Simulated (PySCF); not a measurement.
BeHF, SMILES [BeH][F].

Coordinates come from a PBE0-D3(BJ)/def2-TZVPD optimisation.

The numbers are results of TDDFT-B3LYP/def2-TZVPD in PySCF, not measurements.

Vertical excitations; the highest root listed may be one member of a degenerate set. Isolated molecule, no solvent. State labels are in the subgroup C2v.

```json
[
 {"state": "S1", "symmetry": "B2", "energy (eV)": "8.19", "λ (nm)": "151", "f": "0.214", "main pairs": "HOMO→LUMO+1 (degenerate set)"},
 {"state": "S2", "symmetry": "B1", "energy (eV)": "8.19", "λ (nm)": "151", "f": "0.214", "main pairs": "HOMO→LUMO (degenerate set)"},
 {"state": "S3", "symmetry": "A1", "energy (eV)": "8.76", "λ (nm)": "142", "f": "0.122", "main pairs": "HOMO→LUMO+2 96 %"},
 {"state": "S4", "symmetry": "A1", "energy (eV)": "9.51", "λ (nm)": "130", "f": "0.073", "main pairs": "HOMO→LUMO+3 96 %"},
 {"state": "S5", "symmetry": "A2", "energy (eV)": "9.90", "λ (nm)": "125", "f": "0.000", "main pairs": "HOMO−1→LUMO 49 %, HOMO−2→LUMO+1 49 %"},
 {"state": "S6", "symmetry": "A1", "energy (eV)": "9.94", "λ (nm)": "125", "f": "0.000", "main pairs": "HOMO−2→LUMO, HOMO−1→LUMO+1 (degenerate set)"},
 {"state": "S7", "symmetry": "A2", "energy (eV)": "9.94", "λ (nm)": "125", "f": "0.000", "main pairs": "HOMO−2→LUMO+1, HOMO−1→LUMO (degenerate set)"},
 {"state": "S8", "symmetry": "B2", "energy (eV)": "10.29", "λ (nm)": "120", "f": "0.034", "main pairs": "HOMO−1→LUMO+2, HOMO→LUMO+5 (degenerate set)"},
 {"state": "S9", "symmetry": "B1", "energy (eV)": "10.29", "λ (nm)": "120", "f": "0.034", "main pairs": "HOMO−2→LUMO+2, HOMO→LUMO+4 (degenerate set)"},
 {"state": "S10", "symmetry": "B2", "energy (eV)": "10.51", "λ (nm)": "118", "f": "0.067", "main pairs": "HOMO→LUMO+5 69 %, HOMO−1→LUMO+2 28 %"},
 {"state": "T1", "symmetry": "B1", "energy (eV)": "7.03", "λ (nm)": "176", "f": "0", "main pairs": "HOMO→LUMO (degenerate set)"},
 {"state": "T2", "symmetry": "B2", "energy (eV)": "7.03", "λ (nm)": "176", "f": "0", "main pairs": "HOMO→LUMO+1 (degenerate set)"},
 {"state": "T3", "symmetry": "A1", "energy (eV)": "7.63", "λ (nm)": "162", "f": "0", "main pairs": "HOMO→LUMO+2 90 %"},
 {"state": "T4", "symmetry": "A1", "energy (eV)": "9.03", "λ (nm)": "137", "f": "0", "main pairs": "HOMO→LUMO+3 93 %"}
]
```
Triplets are in the Tamm–Dancoff approximation, which puts them higher than full response would, so one can lie above its singlet here.
